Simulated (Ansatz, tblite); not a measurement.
Forces on the cluster Si2W2⁻ at its PBE0-D4/def2-SVPD geometry. Total charge -1; doublet.

In the def2 sets W takes a core potential; there is no spin–orbit coupling. The xTB rows come from tblite. At PBE-D4/def2-TZVPD the charge -1 doublet is spin-contaminated (final ⟨S²⟩ up to 1.96, 0.75 for a pure state). At PBE-D4/def2-TZVPD the highest occupied level of the charge -1 doublet lies above zero (up to 0.43 eV). It is a level of α spin, whose loss leaves a singlet; that state wasn't run at this geometry and level. The electron is either unbound and held by the finite basis, or the level is raised by self-interaction error. No other spin state of charge -1 was run. The geometry of the doublet was relaxed on an unsound state (⟨S²⟩ 2.53, where a pure state has 0.75). Another isomer (quartet) lies 0.63 eV lower at PBE0-D4/def2-TZVPD; other spin states weren't run for this one.

GFN1-xTB (tblite), largest force 33.56 eV/Å:

```xyz
4
positions Å, forces eV/Å
W     1.182   -0.395    0.222    4.657  -25.874   20.864
W     0.912    1.333   -1.175   -3.258   25.916  -21.016
Si   -0.941   -1.338    1.187    0.046    0.311   -0.259
Si   -1.153    0.400   -0.234   -1.444   -0.354    0.412
```

GFN2-xTB (tblite), largest force 15.13 eV/Å:

```
W 3.048 -11.574 9.254
W -1.711 11.222 -9.079
Si -0.086 -0.111 0.097
Si -1.251 0.463 -0.273
```

PBE-D4/def2-TZVPD (Ansatz), largest force 0.69 eV/Å:

```
W -0.389 0.461 -0.344
W 0.128 -0.373 0.294
Si 0.096 -0.209 0.162
Si 0.165 0.121 -0.112
```
